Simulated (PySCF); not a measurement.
SMILES CC[Te]S (C2H6STe), CAM-B3LYP/def2-SVP optimised geometry.

```
10

Te    -0.53    -1.98     0.00
C     -0.80     0.18     0.00
C     -0.15     0.89    -1.17
H     -0.42     0.54     0.96
H     -1.89     0.30     0.01
H     -0.58     0.56    -2.13
H      0.93     0.70    -1.20
H     -0.30     1.98    -1.09
S      1.89    -1.98     0.00
H      2.06    -1.92     1.34
```

Density from CAM-B3LYP/def2-TZVP, def2 effective core potentials past Kr (PySCF) at that geometry. The core electrons that the potentials of Te replace are not part of the density.

Minimum of the electron density along straight lines between bonded atoms, close to the bond critical point (lines longer than 1.1 times the sum of covalent radii, or with two minima, are not listed):

| bond | length / Å | ρ at the minimum / e bohr⁻³ | ∇²ρ there / e bohr⁻⁵ | position (fraction from the first atom) |
|---|---|---|---|---|
| Te1–C2 | 2.172 | 0.114 | -0.03 | 0.52 |
| C2–C3 | 1.517 | 0.250 | -0.63 | 0.51 |
| C2–H4 | 1.098 | 0.277 | -0.95 | 0.65 |
| C2–H5 | 1.101 | 0.273 | -0.92 | 0.64 |
| C3–H6 | 1.100 | 0.274 | -0.93 | 0.64 |
| C3–H7 | 1.100 | 0.275 | -0.94 | 0.64 |
| C3–H8 | 1.102 | 0.271 | -0.91 | 0.64 |
| Te1–S9 | 2.419 | 0.093 | 0.01 | 0.48 |
| S9–H10 | 1.351 | 0.214 | -0.61 | 0.65 |
